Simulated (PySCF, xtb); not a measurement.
Si(CCH)(Cl)2(H) (C₂H₂Cl₂Si), SMILES C#C[SiH](Cl)Cl.

Harmonic wavenumbers (cm⁻¹) from GFN2-xTB (xtb) at its own minimum, in rising order: 90, 125, 152, 284, 291, 453, 517, 625, 627, 687, 689, 703, 2208, 2297, 3358.

Q: What does B3LYP-D3(BJ)/def2-SVP in PySCF 2.14.0 give at its own minimum? (The exact figures need the calculation; the answer reports its results.)

A: 109, 146, 184, 335, 344, 509, 593, 670, 755, 756, 819, 822, 2157, 2296, 3454. Paired by order, the mean absolute difference is 63 cm⁻¹ and the zero-point energies are 18.7 and 19.9 kcal/mol.
